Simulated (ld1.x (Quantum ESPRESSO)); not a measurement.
u(r) = r·R(r): atom against pseudo-atom (La)

Columns: radius, all-electron u(r) and pseudo u(r) of the 5p shell (level -22.40 eV) of lanthanum in the configuration [Kr] 4d10 5s2 4f0 5p6 5d1 6s2 6p0; PBE, scalar-relativistic, TM scheme, ld1.x (Quantum ESPRESSO) 7.5.

```json
{"r (bohr)": "0.239", "all-electron": "-0.2640", "pseudo": "-0.0481"}
{"r (bohr)": "0.478", "all-electron": "0.4118", "pseudo": "-0.1807"}
{"r (bohr)": "0.717", "all-electron": "0.2434", "pseudo": "-0.3656"}
{"r (bohr)": "0.956", "all-electron": "-0.2804", "pseudo": "-0.5581"}
{"r (bohr)": "1.195", "all-electron": "-0.6675", "pseudo": "-0.7142"}
{"r (bohr)": "1.434", "all-electron": "-0.8435", "pseudo": "-0.8032"}
{"r (bohr)": "1.673", "all-electron": "-0.8625", "pseudo": "-0.8160"}
{"r (bohr)": "1.912", "all-electron": "-0.7920", "pseudo": "-0.7643"}
{"r (bohr)": "2.151", "all-electron": "-0.6824", "pseudo": "-0.6716"}
{"r (bohr)": "2.390", "all-electron": "-0.5648", "pseudo": "-0.5624"}
{"r (bohr)": "2.629", "all-electron": "-0.4551", "pseudo": "-0.4553"}
{"r (bohr)": "2.868", "all-electron": "-0.3602", "pseudo": "-0.3605"}
{"r (bohr)": "3.107", "all-electron": "-0.2815", "pseudo": "-0.2816"}
{"r (bohr)": "3.346", "all-electron": "-0.2180", "pseudo": "-0.2180"}
{"r (bohr)": "3.585", "all-electron": "-0.1678", "pseudo": "-0.1678"}
{"r (bohr)": "3.824", "all-electron": "-0.1285", "pseudo": "-0.1285"}
{"r (bohr)": "4.063", "all-electron": "-0.0980", "pseudo": "-0.0980"}
{"r (bohr)": "4.302", "all-electron": "-0.0744", "pseudo": "-0.0744"}
{"r (bohr)": "4.541", "all-electron": "-0.0563", "pseudo": "-0.0563"}
{"r (bohr)": "4.780", "all-electron": "-0.0425", "pseudo": "-0.0425"}
{"r (bohr)": "5.019", "all-electron": "-0.0320", "pseudo": "-0.0320"}
{"r (bohr)": "5.258", "all-electron": "-0.0240", "pseudo": "-0.0240"}
{"r (bohr)": "5.497", "all-electron": "-0.0180", "pseudo": "-0.0180"}
{"r (bohr)": "5.736", "all-electron": "-0.0135", "pseudo": "-0.0135"}
{"r (bohr)": "5.975", "all-electron": "-0.0100", "pseudo": "-0.0100"}
{"r (bohr)": "6.214", "all-electron": "-0.0075", "pseudo": "-0.0075"}
```

Question: How many radial nodes do the two functions have?

Answer: The all-electron 5p function has n − l − 1 = 3 (the table is too coarse to show those close to the nucleus); the pseudo-wave has 0, since the states of the same l below it are removed with the core.

Question: Is the pseudo-wave norm-conserving?

Answer: Yes: the TM scheme keeps the norm inside the radius equal to the all-electron one, which fixes the energy derivative of the logarithmic derivative at the level.
